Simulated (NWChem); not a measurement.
System: SiH4S2; SMILES S[SiH2]S

NWChem printed, in part:

```
             Northwest Computational Chemistry Package (NWChem) 7.3.0
             --------------------------------------------------------

                             Geometry "geometry" -> ""
                             -------------------------

 Output coordinates in angstroms (scale by  1.889725989 to convert to a.u.)

  No.       Tag          Charge          X              Y              Z
 ---- ---------------- ---------- -------------- -------------- --------------
    1 Si                  14.0000     0.00000000     0.00000000    -0.72260000
    2 S                   16.0000     1.82491600     0.05138100     0.42648300
    3 S                   16.0000    -1.82491600    -0.05138100     0.42648300
    4 H                    1.0000     0.10216600     1.22034300    -1.55750100
    5 H                    1.0000    -0.10216600    -1.22034300    -1.55750100
    6 H                    1.0000     1.62829700    -1.11125800     1.08672300
    7 H                    1.0000    -1.62829700     1.11125800     1.08672300

 Effective nuclear repulsion energy (a.u.)     192.0891869369

                                 NWChem DFT Module
                                 -----------------

 Summary of "ao basis" -> "ao basis" (spherical)
 ------------------------------------------------------------------------------
       Tag                 Description            Shells   Functions and Types
 ---------------- ------------------------------  ------  ---------------------
 Si                         def2-svp                 8       18   4s3p1d
 S                          def2-svp                 8       18   4s3p1d
 H                          def2-svp                 3        5   2s1p

 in cosmo_initialize ...
 calling solv_data for solv:h2o

 solvent parameters
 solvname_short: h2o
 solvname_long:  water
 dielec:       78.4000
 dielecinf:     1.7769
 aqueous SMD model solvent descriptors
 dielec:       78.4000
 sola:          0.8200

          ---------------
          -cosmo- solvent
          ---------------
 Cosmo: York-Karplus, doi: 10.1021/jp992097l
 dielectric constant -eps-     =  78.40
 screen = (eps-1)/(eps    )    =   0.98724
 surface charge correction     = lagrangian

   van der Waals surface
 --------------------------

 ---------- ATOMIC COORDINATES (A.U.) ------------ VDWR(ANG.) --
     1    0.00000000    0.00000000   -1.36551600     2.470
     2    3.44859119    0.09709601    0.80593601     2.490
     3   -3.44859119   -0.09709601    0.80593601     2.490
     4    0.19306575    2.30611388   -2.94325012     1.200
     5   -0.19306575   -2.30611388   -2.94325012     1.200
     6    3.07703516   -2.09997312    2.05360870     1.200
     7   -3.07703516    2.09997312    2.05360870     1.200
 number of segments per atom =        128
 number of   points per atom =        128
 atom (   nspa,  nppa )
 ----------------------
    1 (     62,     0 )       0
    2 (     95,     0 )       0
    3 (     95,     0 )       0
    4 (     31,     0 )       0
    5 (     31,     0 )       0
    6 (     20,     0 )       0
    7 (     20,     0 )       0
 number of -cosmo- surface points =      354
 molecular surface =    150.188 angstrom**2
 molecular volume  =    145.067 angstrom**3
 -lineq- algorithm             =   0
 -bem- low  level              =   3
 -bem- from -octahedral-
 gaussian surface charge width =   4.50000
 degree of switching           =   1.00000
 switching function tolerance  =   0.00010
 atomic radii =
 --------------
    1 14.000  2.470
    2 16.000  2.490
    3 16.000  2.490
    4  1.000  1.200
    5  1.000  1.200
    6  1.000  1.200
    7  1.000  1.200
 ...... end of -cosmo- initialization ......

 nat:                     7
 ixmem:                  2814
 calling mnsol_interface()
 G(SMD-CDS) energy (kcal/mol)  =     1.752
 SMD-CDS SASA (angstrom**2)    =   140.134

[...]

                                COSMO-SMD solvation results
                                ---------------------------

             internal energy in gas <Psi(g)|H|Psi(g)> =     -1087.969598357970
         internal energy in solvent <Psi(s)|H|Psi(s)> =     -1087.968984926825
                               delta internal energy  =         0.000613431145 (    0.38 kcal/mol)
   total free energy in solvent <Psi(s)|H+V/2|Psi(s)> =     -1087.974772992803
 polarization energy contribution <Psi(s)|V/2|Psi(s)> =        -0.005788065978 (   -3.63 kcal/mol)
    total free energy in solvent including G(SMD-CDS) =     -1087.971980301459
                       G(SMD-CDS) energy contribution =         0.002792691344 (    1.75 kcal/mol)
     1 M fixed-concentration free energy of solvation =        -0.002381943490 (   -1.49 kcal/mol)

                       DFT Final Molecular Orbital Analysis
                       ------------------------------------

 Vector   23  Occ=2.000000D+00  E=-3.772901D-01
              MO Center= -3.5D-08, -1.0D-09,  1.6D-01, r^2= 5.0D+00
   Bfn.  Coefficient  Atom+Function         Bfn.  Coefficient  Atom+Function
  ----- ------------  ---------------      ----- ------------  ---------------
    29      0.255114  2 S  px                47      0.255114  3 S  px
    26      0.208217  2 S  px                44      0.208217  3 S  px
     8     -0.194942  1 Si px                22      0.179690  2 S  s
    40     -0.179690  3 S  s                 30      0.176671  2 S  py
    48      0.176671  3 S  py                27      0.147268  2 S  py

 Vector   24  Occ=2.000000D+00  E=-3.244600D-01
              MO Center=  4.2D-08, -4.6D-09,  3.2D-01, r^2= 4.6D+00
   Bfn.  Coefficient  Atom+Function         Bfn.  Coefficient  Atom+Function
  ----- ------------  ---------------      ----- ------------  ---------------
    31      0.372313  2 S  pz                49      0.372313  3 S  pz
    28      0.255219  2 S  pz                30      0.254884  2 S  py
    46      0.255219  3 S  pz                48     -0.254884  3 S  py
    27      0.165228  2 S  py                45     -0.165228  3 S  py
    25      0.145520  2 S  pz                43      0.145520  3 S  pz

 Vector   25  Occ=2.000000D+00  E=-3.103661D-01
              MO Center= -7.2D-08, -5.7D-10,  3.1D-01, r^2= 4.8D+00
   Bfn.  Coefficient  Atom+Function         Bfn.  Coefficient  Atom+Function
  ----- ------------  ---------------      ----- ------------  ---------------
    29      0.329706  2 S  px                47      0.329706  3 S  px
    31     -0.271012  2 S  pz                49      0.271012  3 S  pz
    26      0.223118  2 S  px                44      0.223118  3 S  px
    30     -0.186846  2 S  py                48     -0.186846  3 S  py
    28     -0.185359  2 S  pz                46      0.185359  3 S  pz

 Vector   26  Occ=0.000000D+00  E= 5.680902D-02
              MO Center= -4.0D-09,  7.1D-10, -1.1D-01, r^2= 4.2D+00
   Bfn.  Coefficient  Atom+Function         Bfn.  Coefficient  Atom+Function
  ----- ------------  ---------------      ----- ------------  ---------------
    13      0.911052  1 Si pz                 3      0.603767  1 Si s
    29      0.561843  2 S  px                47     -0.561843  3 S  px
     4      0.392975  1 Si s                 22     -0.289141  2 S  s
    40     -0.289141  3 S  s                  2      0.260164  1 Si s
    10      0.258267  1 Si pz                26      0.190404  2 S  px

 Vector   27  Occ=0.000000D+00  E= 7.157172D-02
              MO Center= -9.2D-09,  6.7D-09, -4.6D-01, r^2= 5.0D+00
   Bfn.  Coefficient  Atom+Function         Bfn.  Coefficient  Atom+Function
  ----- ------------  ---------------      ----- ------------  ---------------
    11      1.224779  1 Si px                22     -0.786690  2 S  s
    40      0.786690  3 S  s                 66      0.483085  6 H  s
    71     -0.483085  7 H  s                 29      0.330170  2 S  px
    47      0.330170  3 S  px                30      0.305365  2 S  py
    48      0.305365  3 S  py                31      0.234260  2 S  pz

 Vector   28  Occ=0.000000D+00  E= 7.933052D-02
              MO Center=  4.8D-08, -2.1D-08,  4.3D-01, r^2= 5.8D+00
   Bfn.  Coefficient  Atom+Function         Bfn.  Coefficient  Atom+Function
  ----- ------------  ---------------      ----- ------------  ---------------
    66      0.741293  6 H  s                 71      0.741293  7 H  s
     3     -0.619217  1 Si s                 13      0.612954  1 Si pz
    22     -0.595744  2 S  s                 40     -0.595744  3 S  s
    30      0.437983  2 S  py                48     -0.437983  3 S  py
    56      0.389216  4 H  s                 61      0.389216  5 H  s

     Multipole analysis of the density
     ---------------------------------

     L   x y z        total         alpha         beta         nuclear
     -   - - -        -----         -----         ----         -------
     0   0 0 0     -0.000000    -25.000000    -25.000000     50.000000

     1   1 0 0     -0.000000     -0.000000     -0.000000      0.000000
     1   0 1 0     -0.000000     -0.000000     -0.000000      0.000000
     1   0 0 1      0.060666     -2.416390     -2.416390      4.893445

     2   2 0 0    -35.270171   -217.425005   -217.425005    399.579838
     2   1 1 0     -2.701591     -0.691847     -0.691847     -1.317897
     2   1 0 1      0.000000      0.000000      0.000000      0.000000
     2   0 2 0    -28.954446    -24.356114    -24.356114     19.757781
     2   0 1 1     -0.000000     -0.000000     -0.000000      0.000000
     2   0 0 2    -29.892971    -51.271479    -51.271479     72.649986
```

Level: M05-2X/def2-SVP, SMD on the gas-phase geometry. Coordinates come from a B3LYP/6-31G* (spherical d) optimisation. Solvent: water.

Which NWChem input produces such a log?

Several could match; the one computed here: the input that was run:
```
start job
memory heap 200 mb stack 900 mb global 1100 mb
geometry units angstroms noautosym nocenter noautoz
  Si     0.000000     0.000000    -0.722600
  S      1.824916     0.051381     0.426483
  S     -1.824916    -0.051381     0.426483
  H      0.102166     1.220343    -1.557501
  H     -0.102166    -1.220343    -1.557501
  H      1.628297    -1.111258     1.086723
  H     -1.628297     1.111258     1.086723
end
basis spherical
  Si library def2-svp
  S library def2-svp
  H library def2-svp
end
dft
  xc m05-2x
  iterations 150
end
cosmo
  do_cosmo_smd true
  solvent water
end
task dft energy
```
